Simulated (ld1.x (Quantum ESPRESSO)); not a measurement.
Which change was made? (Ti, TM)

Ti (Z = 22), norm-conserving Troullier–Martins (Kleinman–Bylander form), made with ld1.x (Quantum ESPRESSO) 7.5 (PBEsol, scalar-relativistic). Core [Ar], reference 3d2 4s1.75 4p0.25. Waves: 4s (bound): rc 2.75 bohr; 4p (bound): rc 3.20 bohr; 3d (bound): rc 1.65 bohr. Local part: all-electron potential smoothed inside 2.85 bohr (lloc = -2). Core correction: Bessel-smoothed model core inside 1.30 bohr.

Cutoffs, loose and tight: the cutoffs (Ry, on a coarse ladder) from which the occupation-weighted sum of valence levels, in a spherical-Bessel basis at the reference potential, stays within 10 and 1 mRy of its value at 400 Ry. They do not see the model core or the augmentation charge, which bear on the density cutoff. Test errors are all-electron minus pseudo excitation energies from the reference, over the configurations 3d2 4s2 4p0; 3d2 4s1 4p0; 3d2 4s0 4p0; 3d2 4s0 4p2; 3d2 4s1.5 4p0; 3d2 4s0 4p1; 3d3 4s1 4p0; variants that change the core or the reference have their own tests. The largest error is taken over the tests solved by every variant that gives reliable tests at all, those not shown here included: 3d2 4s0 4p0; 3d2 4s1 4p0; 3d2 4s1.5 4p0; 3d2 4s2 4p0; 3d3 4s1 4p0.

The base gives: outcome: generated; cutoff, loose: 70 Ry; cutoff, tight: 80 Ry; bound ghosts: none; largest test error (meV): -184.

Q: After one change the result is: outcome: generated; cutoff, loose: 35 Ry; cutoff, tight: 40 Ry; bound ghosts: p, s; largest test error (meV): -132. Which change was it?
A. wave 3d (bound): rc 1.65 bohr becomes 3d (bound): rc 1.82 bohr
B. type ultrasoft; waves now 4s (bound): rcut 2.40, rcutus 2.75 bohr; 4s channel at 0.5 Ry: rcut 2.40, rcutus 2.75 bohr; 4p (bound): rcut 2.80, rcutus 3.20 bohr; 4p channel at 4.65 Ry: rcut 2.80, rcutus 3.20 bohr; 3d (bound): rcut 1.45, rcutus 1.65 bohr; 3d channel at 3.6 Ry: rcut 1.45, rcutus 1.65 bohr; local potential all-electron potential smoothed inside 1.25 bohr (lloc = -1); augmentation PSQ, inside the norm-conserving radii
C. local potential all-electron potential smoothed inside 1.35 bohr (lloc = -1)

A: B. The others give: local potential all-electron potential smoothed inside 1.35 bohr (lloc = -1) → outcome: generated; cutoff, loose: 70 Ry; cutoff, tight: 80 Ry; bound ghosts: s, p; largest test error (meV): -138 | wave 3d (bound): rc 1.65 bohr becomes 3d (bound): rc 1.82 bohr → outcome: generated; cutoff, loose: 60 Ry; cutoff, tight: 70 Ry; bound ghosts: none; largest test error (meV): -174.
